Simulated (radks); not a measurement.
Problem. The table gives one normalised radial function P(r) = r R(r) of W+ in [Xe] 4f14 5d4 6s1 (r in bohr). All-electron calculation, scalar-relativistic Kohn-Sham, BLYP, spin-polarised, spherical densities, finite nucleus; open shells are filled with parallel spins first (spin-orbit coupling, left out, can overturn this in heavy ions); Fermi nuclear charge, rms radius 5.3658 fm. Program: a radial shooting solver on a logarithmic mesh with Libxc functionals.

r	P
0.001074	0.0000
0.001681	0.0000
0.002652	0.0001
0.004184	0.0002
0.006601	0.0008
0.01033	0.0025
0.0163	0.0080
0.02572	0.0239
0.04025	0.0625
0.06351	0.1370
0.1002	0.2150
0.1581	0.1626
0.2474	-0.1173
0.3904	-0.3354
0.616	-0.0328
0.9641	0.5269
1.521	0.7659
2.4	0.5641
3.786	0.2303
5.926	0.0437
9.35	0.0025

Which n and l does it have? It may be an empty orbital.

Solution. n = 5, l = 2: the number of nodes gives n - l - 1 = 2, the rise at small r (about r^(l+1), flatter next to the nucleus through relativity) gives l, and the extent must fit the shell. The curve is that of 5d up; the table hardly tells the two spins apart. 5d up: eigenvalue -12.416 eV, 2 radial nodes at r = 0.211, 0.633 bohr, <r> = 1.96 bohr, 90 % of the charge inside 3.07 bohr.
